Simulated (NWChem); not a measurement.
CH₆FNOSi; SMILES [Si@@H](N)(CF)O

```xyz
11

N     -1.3660     1.0377     0.3725
Si     0.0677     0.6085    -0.4668
O      1.5020     1.0043     0.2921
C     -0.1220    -1.2682    -0.6878
F     -0.5807    -1.8150     0.5076
H     -1.5991     1.9816     0.6538
H     -1.8131     0.3370     0.9534
H      0.1920     1.2895    -1.7820
H      1.5732     0.7504     1.2173
H     -0.8515    -1.5043    -1.4834
H      0.8305    -1.7570    -0.9574
```
Atoms are numbered in this order, from 1.

Level: PBE0/def2-SVP (NWChem), optimised geometry, unscaled harmonic frequencies. 

Task: List the harmonic frequencies with IR intensities, and the thermochemistry.

Result: 
```csv
frequency (cm⁻¹),IR intensity (km/mol)
58,1.3
154,18.1
202,9.0
244,57.5
284,89.7
334,69.3
367,152.3
419,34.5
625,3.8
720,5.5
757,19.5
788,82.8
857,44.0
899,154.4
913,63.3
947,282.6
1071,73.2
1243,6.5
1310,3.2
1453,5.5
1528,67.3
2274,137.3
3053,17.4
3118,17.8
3619,36.1
3728,49.9
3926,85.6
```

The zero-point energy is 49.9 kcal/mol. The thermal correction to the enthalpy at 298.15 K (with zero-point energy) comes out as 55.1 kcal/mol. The heat capacity Cv is 25.7 cal/(mol K) and the entropy at 298.15 K and 1 atm (symmetry number 1) is 83.8 cal/(mol K). The dipole moment is 1.15 D.

Rigid rotor and harmonic oscillator; modes under 100 cm⁻¹ make the entropy uncertain.
